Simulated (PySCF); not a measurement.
**From a computed spectrum to the compound**

A species of 7 atoms with charge 0 has these harmonic modes (PBE0, small Gaussian bases with core potentials, PySCF 2.14.0):

```json
{"cm⁻¹": "26", "km/mol": "18.8", "symmetry": "a"}
{"cm⁻¹": "61", "km/mol": "5.0", "symmetry": "e"}
{"cm⁻¹": "61", "km/mol": "5.0", "symmetry": "e"}
{"cm⁻¹": "172", "km/mol": "58.9", "symmetry": "a"}
{"cm⁻¹": "201", "km/mol": "0.0", "symmetry": "e"}
{"cm⁻¹": "201", "km/mol": "0.0", "symmetry": "e"}
{"cm⁻¹": "294", "km/mol": "0.0", "symmetry": "a"}
{"cm⁻¹": "316", "km/mol": "60.2", "symmetry": "e"}
{"cm⁻¹": "316", "km/mol": "60.2", "symmetry": "e"}
{"cm⁻¹": "367", "km/mol": "0.0", "symmetry": "a"}
{"cm⁻¹": "425", "km/mol": "36.1", "symmetry": "e"}
{"cm⁻¹": "425", "km/mol": "36.1", "symmetry": "e"}
{"cm⁻¹": "2686", "km/mol": "2.4", "symmetry": "e"}
{"cm⁻¹": "2686", "km/mol": "2.4", "symmetry": "e"}
{"cm⁻¹": "2686", "km/mol": "0.0", "symmetry": "a"}
```

Which species is it, and in which structure?

Ho(SH)3 (singlet in the valence; each metal's 4f electrons, 10 of them, lie in its core potential, out of spins and levels):
```xyz
7

Ho    0.0000    0.0000   -0.0035
S     2.5299    0.4175    0.0054
H     2.8470   -0.9000    0.0198
S    -1.6265    1.9822    0.0054
H    -0.6441    2.9156    0.0198
S    -0.9034   -2.3997    0.0054
H    -2.2030   -2.0156    0.0198
```
Ideal gas at 298.15 K and 1 bar: S = 425.8 J/(mol K), Cp = 120.4 J/(mol K), H − H(0 K) = 26.7 kJ/mol (rigid rotor, harmonic modes, spin degeneracy alone, that of the 4f electrons in the core included; the modes under 60 cm⁻¹ make these uncertain). An lcecp potential fixes the number of 4f electrons, so in runs with it no electron can move into or out of that shell.
 This is one of several that fit.
